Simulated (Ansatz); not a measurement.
**CH2ClI (chloroiodomethane): entropy by statistical mechanics**

A singlet with charge 0, relaxed at r2SCAN/def2-TZVP (core potential) (Ansatz 0.2.0):

```xyz
5

Cl   -1.4923    0.1977    0.8688
C    -0.0632    0.1052   -0.1591
I     1.5676   -1.0070    0.7046
H     0.3115    1.1077   -0.3337
H    -0.3236   -0.4036   -1.0806
```

Harmonic wavenumbers in cm⁻¹: 193, 528, 724, 798, 1132, 1203, 1434, 3119, 3209.

Masses in u: Cl 35.45, C 12.011, I 126.904, H 1.008. Take T = 298.15 K, p = 1 bar, R = 8.3145 J/(mol K), kT/hc = 207.22 cm⁻¹, rigid rotor and harmonic oscillator.

**Question.** Compute the standard molar entropy.

**Answer.** 
1. Translation (Sackur–Tetrode): S = R[3/2 ln M + 5/2 ln T − 1.1517] with M = 176.381 gives 173.4 J/(mol K).
2. Rotation: principal moments 18.086, 320.444, 335.259 u Å² give A, B, C = 0.9321, 0.0526, 0.0503 cm⁻¹; the symmetry number is σ = 1; q = (√π/σ)√((kT/hc)³/ABC) = 106467; S = R(ln q + 3/2) = 108.7.
3. Vibration: with u = ν̃/207.22, each mode gives R[u/(eᵘ − 1) − ln(1 − e⁻ᵘ)]; the sum is 14.2, most from 193 cm⁻¹ (9.2), 528 cm⁻¹ (2.5), 724 cm⁻¹ (1.2).
4. Spin: R ln 1 = 0.0.
5. Sum: 173.4 + 108.7 + 14.2 + 0.0 = 296.3 J/(mol K).

No measured value is set beside it here.
